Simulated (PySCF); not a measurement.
## Pb³⁺ (lead, charge +3) across methods

[Xe] 4f14 5d10 6s1, 2S determinant. Computed with PySCF 2.14 in x2c-TZVPPall with one added diffuse shell each of s, p, d, f type (12s8p7d4f, 99 functions), with the spin-free X2C one-electron Hamiltonian (Gaussian nucleus). The B2PLYP total includes its PT2 part (frozen core); its orbital energies are those of the SCF part.

| method | E (hartree) | mean ε 5d α (eV) | mean ε 5d β (eV) | mean ε 6s α (eV) | Σ⟨r²⟩ (bohr²) | ⟨S²⟩ |
| --- | --- | --- | --- | --- | --- | --- |
| r2SCAN0 | -20883.74 | -52.440 | -51.999 | -39.233 | 39.43 | 0.751 |
| PBE | -20884.01 | -49.655 | -49.278 | -37.975 | 39.61 | 0.750 |
| r2SCAN | -20883.98 | -50.278 | -49.811 | -38.271 | 39.46 | 0.751 |
| TPSSh | -20883.17 | -50.658 | -50.256 | -38.194 | 39.55 | 0.751 |
| B2PLYP | -20882.49 | -54.088 | -53.710 | -39.765 | 39.58 | 0.750 |
| UHF | -20878.05019 | -57.763 | -57.331 | -40.905 | 39.53 | 0.751 |
| LDA | -20871.42 | -49.908 | -49.568 | -38.418 | 39.62 | 0.750 |
| PBE0 | -20883.74 | -52.001 | -51.610 | -38.930 | 39.52 | 0.751 |

Spin-orbit coupling, which splits the p, d and f shells strongly at this Z, is absent.
